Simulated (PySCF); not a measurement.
Structure problem from calculated spectra and properties.

Formula: C6H4O2.

- NMR, other nuclei: isotropic shieldings of nuclei other than C and H, by class: -446 (2 O) ppm [GIAO PBE0/pcSseg-1]
- UV, strongest line: among the 8 lowest singlet transitions: S5 at 6.04 eV (205 nm, f = 0.095) [TDDFT CAM-B3LYP/def2-SVPD]
- 1H NMR: chemical shifts (computed TMS as zero) by class: 7.03 (2 H), 6.24 (2 H) ppm [GIAO PBE0/pcSseg-1]
- UV, first state: lowest singlet excitation: 2.04 eV (606 nm, f = 0.000) [TDDFT CAM-B3LYP/def2-SVPD]
- Rotational structure: rotational constants A, B, C: 3.315, 2.447, 1.408 GHz [GFN2-xTB]
- Triplet: lowest triplet excitation (Tamm–Dancoff): 1.58 eV [TDA CAM-B3LYP/def2-SVPD]
- 13C NMR: chemical shifts (computed TMS as zero) by class: 185.2 (2 C), 143.7 (2 C), 136.7 (2 C) ppm [GIAO PBE0/pcSseg-1]

Electronic properties: PySCF, gas phase, density fitting. Levels stand in brackets. Isolated species at its GFN2-xTB geometry, gas phase. Each NMR value is the plain mean over a class of atoms that symmetry, rotation or inversion makes alike.

Task: Give a SMILES that accounts for the data.

Result: Numbering: `[O:1]=[C:2]1[CH:3]=[CH:4][CH:5]=[CH:6][C:7]1=[O:8]`. Its formula, C6H4O2, gives 5 degrees of unsaturation: 1 ring and 4 π bonds in the structure found. 6 carbons fall into 3 classes; from least to most shielded: ketone carbonyl carbon [C2/C7] (185.2 ppm, 2 C), alkene CH carbon [C4/C5] (143.7 ppm, 2 C), alkene CH carbon [C3/C6] (136.7 ppm, 2 C). Hydrogen classes from least to most shielded: 2 H on 2 alkene CH carbons, C4/C5 (7.03 ppm), 2 H on 2 alkene CH carbons, C3/C6 (6.24 ppm). The other shieldings belong to: -446 ppm, ketone oxygen [O1/O8]. S1 is mainly HOMO→LUMO (weight 0.96); the largest Löwdin shares of the orbital it empties are 0.29 on each of 2 atoms of one kind (ketone oxygen) and 0.12 on each of 2 atoms of one kind (ketone carbonyl carbon), of the orbital it fills 0.16 on each of 2 atoms of one kind (ketone oxygen) and 0.12 on each of 2 atoms of one kind (ketone carbonyl carbon). The optimised geometry has point group C2v and is an asymmetric top. Structure: `O=C1C=CC=CC1=O` (o-benzoquinone). Computed isomers that give other values at the same levels: `c1cc2occc2o1` (13C chemical shifts (computed TMS as zero) by class: 156.7 (2 C), 148.5 (2 C), 104.1 (2 C) ppm); `C=C1C(=O)C=CC1=O` (13C chemical shifts (computed TMS as zero) by class: 197.2 (2 C), 155.0 (2 C), 142.7 (1 C), 135.6 (1 C) ppm); `C#CC(=O)C(=C)C=O` (13C chemical shifts (computed TMS as zero) by class: 193.8 (1 C), 180.8 (1 C), 151.2 (1 C), 146.1 (1 C), 90.5 (1 C), 82.2 (1 C) ppm). The assignments are read from this structure; whether some other isomer fits the data as well wasn't checked.
